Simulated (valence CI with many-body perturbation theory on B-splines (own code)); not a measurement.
**Energy levels of Lu⁵⁶⁺**

Calculated by valence CI with perturbative core correlation (CI+MBPT): five valence electrons over a frozen Dirac-Fock core [Ne], radial functions for each j: 9 s, 9 p, 8 d, 6 f, 3 g, 1 h, with the one-electron correlation potential Σ1, the two-electron term Σ2, the three-electron term Σ3, Breit, model QED; selected CI, second order for the rest, scaled by the run's own slope (own B-spline code, finite nucleus).

The last digits are not significant, and no measured levels were compared; by estimate large intervals hold to a few tenths of a per cent, small ones and those within an open d or f shell to about a per cent. Among the levels kept, up to 1100 cm⁻¹ of a level comes from second order outside the variational space, and about a tenth of that is noise between levels of different J, which matters for small intervals.

Levels 1 to 32 of 32, with energies above the lowest level, (3s^2 3p1/2^2 3p3/2) J=3/2. "Leading %" is the weight of the configuration and term that name the level; weights of strongly mixed levels are sums over their largest components and can fall short, so below about 35 % the name and the second component can differ from the true leading terms, or belong to a minority configuration. In the jj column 3d3/2^4 stands for four electrons in 3d with j = 3/2.

```csv
No.,Configuration,Term,J,E (Ry),Leading %,Leading jj,Second component,g
1,3s²3p³,²P°,3/2,0.000,48,3s^2 3p1/2^2 3p3/2 (99 %),27 % 3s²3p³ ²D°,1.346
2,3s²3p²3d,²D,3/2,16.000,40,3s^2 3p1/2^2 3d3/2 (99 %),34 % 3s²3p²3d ⁴F,0.778
3,3s²3p³,⁴S°,3/2,20.451,55,3s^2 3p1/2 3p3/2^2 (99 %),44 % 3s²3p³ ²D°,1.453
4,3s²3p³,²D°,5/2,21.281,99,3s^2 3p1/2 3p3/2^2 (99 %),,1.187
5,3s²3p²3d,²D,5/2,21.807,32,3s^2 3p1/2^2 3d5/2 (98 %),20 % 3s²3p²3d ⁴D,1.198
6,3s²3p³,²P°,1/2,22.349,99,3s^2 3p1/2 3p3/2^2 (99 %),,0.649
7,3s3p⁴,⁴P,5/2,32.455,66,3s 3p1/2^2 3p3/2^2 (92 %),26 % 3s3p⁴ ²D,1.458
8,3s3p⁴,²P,3/2,34.556,33,3s 3p1/2^2 3p3/2^2 (69 %),25 % 3s3p⁴ ²D,1.147
9,3s3p⁴,²S,1/2,34.656,54,3s 3p1/2^2 3p3/2^2 (85 %),25 % 3s3p⁴ ⁴P,2.061
10,3s²3p²3d,⁴F,5/2,36.285,46,3s^2 3p1/2 3p3/2 3d3/2 (98 %),45 % 3s²3p²3d ²F,0.956
11,3s²3p²3d,⁴D,1/2,36.506,80,3s^2 3p1/2 3p3/2 3d3/2 (99 %),13 % 3s²3p²3d ²P,0.210
12,3s²3p²3d,⁴F,3/2,36.513,33,3s^2 3p1/2 3p3/2 3d3/2 (92 %),29 % 3s²3p²3d ⁴D,0.904
13,3s²3p²3d,²G,7/2,37.145,51,3s^2 3p1/2 3p3/2 3d3/2 (98 %),26 % 3s²3p²3d ²F,1.026
14,3s²3p²3d,²D,5/2,39.205,36,3s^2 3p1/2 3p3/2 3d3/2 (92 %),24 % 3s²3p²3d ²F,1.164
15,3s²3p²3d,²P,1/2,39.886,38,3s^2 3p1/2 3p3/2 3d3/2 (88 %),32 % 3s²3p²3d ⁴P,1.665
16,3s²3p²3d,²D,3/2,39.912,26,3s^2 3p1/2 3p3/2 3d3/2 (77 %),23 % 3s²3p²3d ⁴P,1.222
17,3s²3p²3d,⁴D,7/2,41.226,47,3s^2 3p1/2 3p3/2 3d5/2 (99 %),37 % 3s²3p²3d ⁴F,1.302
18,3s²3p²3d,²P,3/2,42.056,45,3s^2 3p1/2 3p3/2 3d5/2 (96 %),23 % 3s²3p²3d ⁴P,1.338
19,3s²3p²3d,²G,9/2,42.133,62,3s^2 3p1/2 3p3/2 3d5/2 (99 %),38 % 3s²3p²3d ⁴F,1.183
20,3s²3p²3d,²F,5/2,42.313,36,3s^2 3p1/2 3p3/2 3d5/2 (96 %),26 % 3s²3p²3d ²D,1.121
21,3s²3p³,²P°,3/2,42.930,51,3s^2 3p3/2^3 (98 %),28 % 3s²3p³ ²D°,1.302
22,3s²3p²3d,²D,5/2,43.794,41,3s^2 3p1/2 3p3/2 3d5/2 (94 %),34 % 3s²3p²3d ⁴P,1.270
23,3s²3p²3d,²F,7/2,43.843,60,3s^2 3p1/2 3p3/2 3d5/2 (96 %),17 % 3s²3p²3d ⁴F,1.120
24,3s²3p²3d,²D,3/2,44.446,61,3s^2 3p1/2 3p3/2 3d5/2 (97 %),21 % 3s²3p²3d ²P,0.930
25,3s²3p²3d,²P,1/2,44.717,54,3s^2 3p1/2 3p3/2 3d5/2 (95 %),36 % 3s²3p²3d ²S,1.229
26,3s3p³3d,⁴D°,5/2,48.130,29,3s 3p1/2^2 3p3/2 3d3/2 (95 %),20 % 3s3p³3d ⁴F°,1.263
27,3s3p³3d,⁴D°,3/2,48.283,26,3s 3p1/2^2 3p3/2 3d3/2 (95 %),24 % 3s3p³3d ⁶D°,1.262
28,3s3p³3d,⁴P°,1/2,48.428,45,3s 3p1/2^2 3p3/2 3d3/2 (96 %),30 % 3s3p³3d ⁶D°,2.397
29,3s3p³3d,⁴F°,7/2,48.850,23,3s 3p1/2^2 3p3/2 3d3/2 (92 %),17 % 3s3p³3d ⁶D°,1.255
30,3s3p³3d,²D°,3/2,50.139,27,3s 3p1/2^2 3p3/2 3d3/2 (82 %),12 % 3s3p³3d ⁴F°,1.003
31,3s3p³3d,⁴G°,5/2,50.972,21,3s 3p1/2^2 3p3/2 3d3/2 (80 %),21 % 3s3p³3d ²F°,0.875
32,3s3p³3d,⁴D°,1/2,51.268,43,3s 3p1/2^2 3p3/2 3d3/2 (87 %),24 % 3s3p³3d ²P°,0.557
```

The ionisation energy to 3s²3p² ³P0 of the next ion comes out as 5527.4 eV (NIST: 5525 ± 5 eV (theoretical)). All 32 levels together are meant to be complete up to 53.011 Ry.
